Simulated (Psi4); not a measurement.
Internal rotation in SMILES OC([SiH2][GeH3])=O (CH6GeO2Si), singlet. Scanned: dihedral Si4–C2–O3–H6 and dihedral O1–C2–Si4–Ge5; all other coordinates were relaxed at GFN2-xTB. Points at φ and −φ are mirror images. Heavy atoms are numbered in the order of the SMILES O=C(O)[SiH2][GeH3], hydrogens after them in the order of the atoms that carry them; the mirror image has the same energies with the sign of each dihedral reversed.

Computed with Psi4 with PBE-D3(BJ)/def2-SVP // GFN2-xTB.

Energy in kcal/mol above the lowest grid point; x is the dihedral Si4–C2–O3–H6 (°), y the dihedral O1–C2–Si4–Ge5 (°).

| y \ x | -150 | -120 | -90 | -60 | -30 | 0 | 30 | 60 | 90 | 120 | 150 | 180 |
|---|---|---|---|---|---|---|---|---|---|---|---|---|
| 180 | 3.9 | 10.2 | 14.6 | 10.1 | 6.1 | 4.8 | 6.1 | 10.1 | 14.6 | 10.2 | 3.9 | 1.4 |
| 150 | 3.2 | 9.4 | 14.0 | 10.3 | 5.8 | 4.1 | 5.6 | 9.7 | 13.8 | 10.5 | 3.9 | 1.0 |
| 120 | 2.8 | 9.3 | 13.2 | 9.7 | 5.5 | 4.2 | 5.8 | 10.0 | 13.1 | 9.2 | 2.8 | 0.1 |
| 90 | 3.2 | 10.0 | 13.1 | 9.2 | 5.3 | 4.3 | 6.2 | 10.6 | 13.6 | 8.7 | 2.3 | 0.0 |
| 60 | 2.9 | 9.7 | 13.7 | 9.3 | 5.2 | 4.2 | 5.9 | 10.3 | 14.2 | 9.3 | 2.6 | 0.1 |
| 30 | 2.6 | 9.3 | 13.9 | 10.2 | 5.9 | 4.3 | 5.8 | 9.9 | 14.0 | 10.0 | 3.1 | 0.2 |
| 0 | 3.2 | 10.0 | 13.8 | 10.4 | 6.4 | 4.9 | 6.4 | 10.4 | 13.8 | 10.0 | 3.2 | 0.4 |
| -30 | 3.1 | 10.0 | 14.0 | 9.9 | 5.8 | 4.3 | 5.9 | 10.2 | 13.9 | 9.3 | 2.6 | 0.2 |
| -60 | 2.6 | 9.3 | 14.2 | 10.3 | 5.9 | 4.2 | 5.2 | 9.3 | 13.7 | 9.7 | 2.9 | 0.1 |
| -90 | 2.3 | 8.7 | 13.6 | 10.6 | 6.2 | 4.3 | 5.3 | 9.2 | 13.1 | 10.0 | 3.2 | 0.0 |
| -120 | 2.8 | 9.2 | 13.1 | 10.0 | 5.8 | 4.2 | 5.5 | 9.7 | 13.2 | 9.3 | 2.8 | 0.1 |
| -150 | 3.9 | 10.5 | 13.8 | 9.7 | 5.6 | 4.1 | 5.8 | 10.3 | 14.0 | 9.4 | 3.2 | 1.0 |

Points that lie below all their neighbours on the grid: x = 180, y = -90 (0.0 kcal/mol); x = 180, y = 90 (0.0 kcal/mol); x = 0, y = -150 (4.1 kcal/mol); x = 0, y = 150 (4.1 kcal/mol); x = 0, y = -60 (4.2 kcal/mol); x = 0, y = 60 (4.2 kcal/mol). The lowest path on the grid from the first to the second passes x = 180, y = 0 at 0.4 kcal/mol.
